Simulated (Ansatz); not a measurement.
A geometry relaxed with PBE-D3(BJ)/def2-SVP in Ansatz (a quantum-chemistry and plane-wave program), charge 0, multiplicity 1:

```xyz
20

H      3.2070    -2.5156     0.0280
C      0.2440     2.7806    -0.8533
C      0.2392    -1.7737     0.4582
H      3.2804    -0.8375    -1.7610
H      2.1924     1.8182    -0.9979
H      0.4553     3.8022    -1.1934
C     -3.1177    -0.0747     0.6975
C      1.1267     1.7347    -0.7429
H     -5.3564     0.3451     1.0628
C     -1.1330    -1.5651     0.6958
H      3.7759    -0.1805     0.5234
C      0.5033     0.5270    -0.2607
C     -0.8884     0.7287    -0.0170
C     -4.3072     0.1499     0.8912
H      0.6572    -2.7733     0.6551
H     -1.7618    -2.3861     1.0684
S     -1.3829     2.3644    -0.3790
C      1.0821    -0.7532    -0.0181
C     -1.7305    -0.3084     0.4636
Si     2.9143    -1.0829    -0.3206
```

Q: Write the SMILES of this molecule.

A: `C#Cc1ccc([SiH3])c2ccsc12`
